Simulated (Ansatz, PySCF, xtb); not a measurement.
Complex: NH3 (SMILES N) (first 4 atoms) with HI (SMILES I); geometry from B3LYP-D3(BJ)/def2-TZVP, rigid monomers moved along the line of their centres of mass till N1···H6 is 2.29 Å.
(charge 0, multiplicity 1):
| atom | x (Å) | y (Å) | z (Å) |
|---|---|---|---|
| N | -0.0803 | -0.0838 | 0.5171 |
| H | 0.1505 | -0.9682 | 0.0788 |
| H | -1.0025 | 0.2049 | 0.2112 |
| H | 0.5961 | 0.6136 | 0.2282 |
| I | -0.0225 | -0.4771 | 4.5119 |
| H | -0.0473 | -0.3084 | 2.7979 |

Counterpoise-corrected where a basis set is named; no monomer relaxation.

Correlated levels freeze the cores. Filled d and f shells under p-block atoms count as core.

Codes used: Ansatz (a program for electronic structure); PySCF for the dispersion terms; xtb for the GFN methods. Each number belongs to the level named beside it. In def2 rows elements past Kr take small-core potentials, without spin–orbit coupling.

### Question
One of these levels gives -4.51 kcal/mol for the interaction energy. Name it.
A. wB97X-V/def2-TZVPPD
B. r2SCAN-D3(BJ)/def2-TZVPPD
C. GFN-FF
D. SCS-MP2/def2-TZVPPD

### Answer
D, SCS-MP2/def2-TZVPPD. The others give -3.16 (GFN-FF), -6.37 (r2SCAN-D3(BJ)/def2-TZVPPD), -5.44 (wB97X-V/def2-TZVPPD)
